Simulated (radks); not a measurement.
The numbers below are computed, except where a source is named.
Question: V3+, 20 electrons, occupied as [Ar] 3d2. Level of theory: non-relativistic Kohn-Sham, HCTH/407, spin-unpolarised, spherical densities, point nucleus (a radial shooting solver on a logarithmic mesh with Libxc functionals). Some entries of the table are withheld. Estimate them.

orbital,occ.,eigenvalue (eV),<1/r> (bohr^-1)
1s,2,-5357.836,(1)
2s,2,-632.1088,(2)
2p,6,-539.6010,4.682
3s,2,-103.5220,(3)
3p,6,-77.9364,(4)
3d,2,-37.6888,(5)

Answer: 
(1) 1s <1/r> (bohr^-1): 22.50
(2) 2s <1/r> (bohr^-1): 4.741
(3) 3s <1/r> (bohr^-1): 1.489
(4) 3p <1/r> (bohr^-1): 1.377
(5) 3d <1/r> (bohr^-1): 1.101
